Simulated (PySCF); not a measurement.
**Relaxation of quintet PtSI₂**

Computed with PySCF, UPBE0, basis Pt def2-SVP with ECP60, S def2-SVP, I def2-SVP with ECP28 (scalar-relativistic core potentials, no spin–orbit coupling, density fitting). A (50,194) grid was used.

A hand-made trigonal planar start, of C2v symmetry, held to at least that symmetry:

```xyz
4
charge 0 multiplicity 5, angstrom
Pt   -0.2694   -0.4666    0.0000
S    -1.2994   -2.2506    0.0000
I     2.2906   -0.4666    0.0000
I    -1.5494    1.7504    0.0000
```

Task: What does it relax to?

Result: It ends at C2v with Pt–I 2.578 Å (×2), Pt–S 2.181 Å; I–Pt–I 133.3°, I–Pt–S 113.4° (×2) (after a last refinement on a finer grid). The frequency run here used a shortcut that can spoil soft modes, so no verdict on minimum or saddle point is given. Other isomers or separated fragments may lie lower.

Task: How much energy is released, and in how many steps?

Result: 17.2 kJ/mol in 7 steps.

Other spin states or occupations of the open shell can lie lower. At this level a triplet minimum of C2v symmetry lies 73 kJ/mol below this structure. With an element this heavy the missing spin–orbit coupling can shift these numbers.

The relaxation took 48 s on 2 threads of a shared Arm Neoverse V2 host, with 102 basis functions and 8 gradients; the process peaked at 0.69 GiB.
